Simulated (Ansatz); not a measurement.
Ansatz (a program for electronic structure) job for TiOF, SMILES [O]=[Ti][F] (connectivity only; charge and spin as stated), neutral, multiplicity 2, PBE0/def2-TZVPD. The structure is a stationary point at PBE0-D3(BJ)/def2-TZVP. The spin state was assumed, not searched.

Ansatz 0.2 input:
```yaml
crystal:
  periodic: [false, false, false]
  atoms:
    - {symbol: Ti, position_ang: [0.34100763, 0.10884795, 0.00000000]}
    - {symbol: O, position_ang: [-0.51799533, 1.47565383, 0.00000000]}
    - {symbol: F, position_ang: [-0.37313391, -1.57776506, 0.00000000]}
basis:
  gaussian:
    orbitals: def2-TZVPD
hamiltonian:
  xc: {name: PBE0}
magnetization: {spin_polarized: true, initial_magnetization: 1}
```

Log of the run:

```
WARN ansatz: RAYON_NUM_THREADS=1 ignored (pool sized by the plan → 1); use --threads N
Functional definition: PBE0
integrals: 0.05 GiB planned
871 factors; their error is unknown
mean field: 0.58 GiB planned
mean field evaluation 1: about -27861.1983 eV, gradient 5.8e1 eV
mean field evaluation 2: about -27602.3698 eV, gradient 2.6e2 eV
mean field evaluation 4: about -27872.1241 eV, gradient 1.3e1 eV
mean field evaluation 8: about -27872.6859 eV, gradient 5.8e-1 eV
mean field evaluation 16: about -27872.8404 eV, gradient 7.4e-3 eV
mean field evaluation 32: about -27872.8404 eV, gradient 8.6e-6 eV
mean field -27872.84037463 eV, -1024.3079908778 hartree, gradient 8.6e-6 eV, S^2 0.756539; 3 other end points of the search recorded, 0 dependent functions left out
reference -27872.84041497 eV, -1024.3079923603 hartree; 20, 19 occupied and 108, 109 virtual orbitals, 871 factors
Total energy: -27872.84041497 eV, -1024.3079923603 hartree
```

Self-consistency was reached.
